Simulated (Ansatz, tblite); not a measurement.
Species of one formula, VO$_{4}$F$_{2}$H$_{8}$ (quartet), each relaxed with PBE-D4/def2-SVP in Ansatz.

The xTB rows come from tblite. Correlated methods freeze 11 core orbitals; core or outer-core shells of V are correlated, in sets that lack core-valence functions.

Other spin states weren't relaxed.

A: trans-VF2(H2O)4 (VO4F2H8)

B: cis-VF2(H2O)4 (VO₄F₂H₈)

**Question.** Estimate their order by electronic energy at RPA@PBE/def2-TZVP, counted from the lowest.

**Answer.** B (0.0) < A (1.4), in kJ/mol. Gaps under about 2 kJ/mol are ties within the noise of geometry and basis.

**Question.** Do the other levels pick the same lowest one?

**Answer.** Not HF/STO-3G, LDA (SPW92)/def2-TZVP, PBE-D4/def2-SVP, PBE-D4/def2-TZVP, r2SCAN-D4/def2-TZVP, r2SCANh-D4/def2-TZVP, PBE0-D4/def2-SVP, PBE0-D4/def2-TZVP, MP2/def2-TZVP. Energies above each level's lowest (kJ/mol):

```json
{"level": "GFN1-xTB", "A": "3.6", "B": "0.0"}
{"level": "GFN2-xTB", "A": "17.9", "B": "0.0"}
{"level": "HF/STO-3G", "A": "0.0", "B": "14.5"}
{"level": "HF/def2-TZVP", "A": "5.2", "B": "0.0"}
{"level": "LDA (SPW92)/def2-TZVP", "A": "0.0", "B": "8.3"}
{"level": "PBE-D4/def2-SVP", "A": "0.0", "B": "3.6"}
{"level": "PBE-D4/def2-TZVP", "A": "0.0", "B": "3.2"}
{"level": "r2SCAN-D4/def2-TZVP", "A": "0.0", "B": "0.3"}
{"level": "r2SCANh-D4/def2-TZVP", "A": "0.0", "B": "0.1"}
{"level": "PBE0-D4/def2-SVP", "A": "0.0", "B": "1.6"}
{"level": "PBE0-D4/def2-TZVP", "A": "0.0", "B": "1.5"}
{"level": "RPA@PBE/def2-TZVP", "A": "1.4", "B": "0.0"}
{"level": "MP2/def2-TZVP", "A": "0.0", "B": "0.1"}
```
Point groups (tolerance 0.1 Å): A Ci, B C2. A and B have the same bonds, so they are conformers or stereoisomers.
